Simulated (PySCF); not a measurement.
**A ladder for the ionisation energy of Cu+**

Cu+ [Ar] 3d10 (1S) → Cu(2+) [Ar] 3d9 (2D). Scalar values calculated with PySCF 2.14 in aug-cc-pVTZ-DK (spin-free X2C; valence: [Ar] frozen). The spin-orbit shift comes from two-component X2C-1e calculations (generalised Hartree-Fock, GHF, and MP2 on its spinors, GMP2) in x2c-QZVPPall-2c: GMP2 gives 21.456 eV without and 21.346 eV with screened spin-orbit coupling, a shift of -0.110 eV (GHF: -0.108 eV). Sums use unrounded values; where a UHF row is shifted, it takes the GHF shift.

```
           method  scalar (eV)  plus spin-orbit shift (eV)  error (eV)
              UHF       17.140                      17.032      -3.260
              LDA       21.571                      21.461       1.169
              PBE       20.946                      20.836       0.543
             PBE0       20.235                      20.125      -0.167
           r2SCAN       20.349                      20.239      -0.053
           M06-2X       19.844                      19.734      -0.559
             PW91       21.043                      20.933       0.641
          wB97M-V       20.244                      20.133      -0.159
            B97-3       20.189                      20.079      -0.214
    MP2 (valence)       20.853                      20.743       0.451
SCS-MP2 (valence)       20.411                      20.301       0.009
   CCSD (valence)       19.803                      19.693      -0.600
CCSD(T) (valence)       20.050                      19.940      -0.353
```

Reference: 20.292 eV (measured; NIST Atomic Spectra Database, ionization energies).

The errors of the correlated levels include the incompleteness of the basis and the frozen core, so a lower level can come closer by cancellation.
